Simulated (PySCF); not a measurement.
# How strongly C binds etchant and ambient atoms

CCSD(T) in PySCF with def2-TZVPPD on every atom, for the lowest determinant that a PBE0 search found; no spin–orbit coupling. D0 is De less the harmonic zero-point energy.

```csv
X,state of CX,D0(CX) (eV),D0(X₂) (eV)
H,doublet (π ↑),3.37,4.43
F,doublet (π ↑),5.46,1.46
Cl,doublet (π ↑),3.96,2.30
Br,doublet (π ↑),3.38,2.07
O,singlet (closed shell),10.78,4.85
N,doublet (σ ↑),7.32,9.27
```

Question: Give the energy of C + X₂ → CX + X at 0 K for each X.

Answer: H: 4.43 − 3.37 = +1.06 eV; F: 1.46 − 5.46 = -4.00 eV; Cl: 2.30 − 3.96 = -1.66 eV; Br: 2.07 − 3.38 = -1.31 eV; O: 4.85 − 10.78 = -5.93 eV; N: 9.27 − 7.32 = +1.95 eV (CCSD(T)/def2-TZVPPD; negative means exothermic).

Question: Does an atom of O displace Br from CBr?

Answer: CBr + O → CO + Br has ΔE = 3.38 − 10.78 = -7.40 eV at CCSD(T)/def2-TZVPPD, so it is downhill.

Gas-phase diatomics only hint at surface chemistry, where an atom holds several bonds.

Correlated steps freeze the inner cores (0 to 18 orbitals); shallow outer-core shells are correlated. UHF and ROHF references stand side by side, which adds small steps between rows. Spin–orbit coupling is left out. Where the molecule has an RHF reference, its open-shell atoms are computed with UHF. The CCSD T1 diagnostic is raised in CN, a sign that a single reference may not be enough there. States were picked by a PBE0 search and need not be the measured ground states.
